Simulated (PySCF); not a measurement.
NbO₂, neutral, multiplicity 2. Atoms are numbered in the order given.

```xyz
3

Nb     0.0000     0.0000    -0.2922
O      0.0000     1.3606     0.7488
O      0.0000    -1.3606     0.7488
```
Charge 0, spin multiplicity 2.

Geometry optimised at B3LYP-D3(BJ)/def2-TZVP. The multiplicity is an assumed one; other spin states were not compared. The def2 effective core potentials stand for the cores of Nb; spin–orbit coupling is left out.

Calculation: TDA-PBE/def2-TZVPD (PySCF).

Vertical excitations. 

Estimate the UV-visible absorptions. (An estimate is asked for; the answer gives what the named calculation found.)


| state | energy (eV) | λ (nm) | f | main pairs |
|---|---|---|---|---|
| root 1 | 1.18 | 1050 | 0.024 | α HOMO→LUMO 99 % |
| root 2 | 1.64 | 757 | 0.040 | α HOMO→LUMO+1 99 % |
| root 3 | 2.74 | 453 | 0.000 | α HOMO→LUMO+2 99 % |
| root 4 | 2.93 | 423 | 0.000 | α HOMO−1→LUMO 99 % |
| root 5 | 3.13 | 396 | 0.001 | β HOMO→LUMO 97 % |
| root 6 | 3.36 | 370 | 0.002 | α HOMO−1→LUMO+1 90 %, β HOMO→LUMO+2 6 % |
| root 7 | 3.65 | 340 | 0.000 | β HOMO→LUMO+1 99 % |
| root 8 | 3.73 | 332 | 0.060 | α HOMO→LUMO+3 96 % |
| root 9 | 4.01 | 309 | 0.009 | α HOMO−1→LUMO+1 6 %, β HOMO→LUMO+2 90 % |
| root 10 | 4.06 | 305 | 0.000 | α HOMO−2→LUMO 90 %, β HOMO−1→LUMO+1 7 % |
Unrestricted roots are not spin-pure.
